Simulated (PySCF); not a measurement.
## C₆ coefficients of unlike pairs at PBE

Calculated with PySCF 2.14 from the dipole response of each species, C₆(A,B) = (3/π) ∫ α_A(iu) α_B(iu) du, in atomic units, from isotropic polarisabilities. For ions this is the dispersion term alone; charge-induced terms of lower order in 1/R come first.

```csv
species,configuration,basis,relativity,α (bohr³),C₆ (like pair)
Cu+,[Ar] 3d10 (1S),"aug-cc-pwCVTZ-DK with one added diffuse shell each of s, p, d, f, g type (11s10p8d5f4g)",spin-free X2C,8.301,28.47
Se+,[Ar] 3d10 4s2 4p3 (4S),"aug-cc-pVQZ-PP with one added diffuse shell each of s, p, d, f, g type with ECP10MDF (8s7p6d4f3g)",core potential,14.49,89.07
W(2+),[Xe] 4f14 5d4 (5D),aug-cc-pVTZ-PP with ECP60MDF (6s6p5d3f2g),core potential,13.75,81.51
Kr+,[Ar] 3d10 4s2 4p5 (2P),"aug-cc-pVTZ-PP with one added diffuse shell each of s, d, f type with ECP10MDF (7s5p5d3f)",core potential,11.14,68.61
```

**Question.** Estimate C₆ for W(2+) with Se+.

**Answer.** The integral gives 84.57. The combination rule 2 C_A C_B / (C_A α_B/α_A + C_B α_A/α_B) gives 85.20 and the geometric mean 85.20.

No spin-orbit coupling is included.

The other pairs:

```json
{"pair": "W(2+), Cu+", "C₆": "48.06"}
{"pair": "Kr+, Se+", "C₆": "77.57"}
{"pair": "Se+, Cu+", "C₆": "49.66"}
{"pair": "Kr+, W(2+)", "C₆": "74.46"}
{"pair": "Kr+, Cu+", "C₆": "43.73"}
```
